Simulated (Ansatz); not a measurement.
Cartesian coordinates in Å:
```
C 0.545 -0.828 -1.056
N 0.708 0.390 -0.301
Ga -0.329 1.031 1.025
S -2.126 0.067 1.814
Cl 0.260 2.893 1.894
H -0.336 -1.373 -0.710
H 0.404 -0.638 -2.126
H 1.402 -1.503 -0.943
H 1.509 0.940 -0.569
H -2.036 -0.978 0.972
```

Total charge 0; spin multiplicity 1.

List the CAM-B3LYP/def2-TZVPP orbital energies in eV (Ansatz 0.2.0). (An estimate is asked.)

The calculation gave: Occupied: -10140.38, -2763.99, -2420.02, -1251.98, -1109.27, -1109.20, -1109.16, -391.51, -279.74, -258.76, -218.06, -197.80, -197.68, -197.67, -162.63, -162.56, -162.45, -152.39, -105.84, -105.69, -105.59, -26.67, -25.89, -25.65, -25.57, -25.50, -25.11, -23.74, -21.99, -20.36, -15.55, -14.46, -13.82, -13.62, -12.30, -11.39, -10.86, -10.69, -10.09, -9.31, -8.47. Lowest empty: 0.34, 0.64, 1.36, 1.93, 2.58, 3.31, 4.06, 4.07.
